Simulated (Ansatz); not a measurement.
The same ligand exchange along the group Li, Na, K.

Computed with Ansatz on PBE0-D4/def2-TZVP structures; ΔE is electronic, products minus reactants. CCSD(T)/CBS is the MP2 limit (def2-TZVPP, def2-QZVPP) plus CCSD(T) − MP2 in def2-TZVPP, frozen cores. This one scheme is used for every species. DFT in def2-TZVPP. B3LYP here is the variant with VWN-RPA as its local correlation; programs differ in this. For Br, K, Li, Na outer-core shells are correlated without core-valence functions, which leaves a few kJ/mol of doubt a bond. Scalar relativity is left out up to krypton.

```json
{"reaction": "`[Li][Br]` + H–F → `[Li][F]` + HBr", "HF/CBS(def2) (kJ/mol)": "74", "B97M-V (kJ/mol)": "47", "B3LYP-D4 (kJ/mol)": "43", "CCSD(T)/CBS(def2) (kJ/mol)": "55"}
{"reaction": "`[Na][Br]` + H–F → `[F][Na]` + HBr", "HF/CBS(def2) (kJ/mol)": "123", "B97M-V (kJ/mol)": "93", "B3LYP-D4 (kJ/mol)": "92", "CCSD(T)/CBS(def2) (kJ/mol)": "98"}
{"reaction": "`[K][Br]` + H–F → `[F][K]` + HBr", "HF/CBS(def2) (kJ/mol)": "128", "B97M-V (kJ/mol)": "97", "B3LYP-D4 (kJ/mol)": "94", "CCSD(T)/CBS(def2) (kJ/mol)": "100"}
```

Largest T1 diagnostic: 0.013, for `[Li][F]`.
